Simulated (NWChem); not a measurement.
# CH₄AlBrO; SMILES [CH3][Al]([OH])[Br]

```xyz
8

Al    -0.0528    -0.9513     0.0001
Br     0.0183     1.3161     0.0000
C      1.5614    -2.0155     0.0000
H      1.3261    -3.0906     0.0027
H      2.1813    -1.7929     0.8834
H      2.1783    -1.7968    -0.8865
O     -1.5732    -1.7072     0.0000
H     -2.4244    -1.2664    -0.0002
```
Atoms are numbered in this order, from 1.

Results from NWChem. Coordinates come from a PBE0/def2-SVP optimisation. B3LYP is NWChem's, with the RPA form of VWN correlation.

Question: Estimate the computed values for B3LYP/def2-SVP. Quantities: highest occupied level (eV); orbital gap (eV); dipole (D).

Answer: 
```yaml
highest occupied level (eV): -7.86
orbital gap (eV): 7.49
dipole (D): 0.76
```
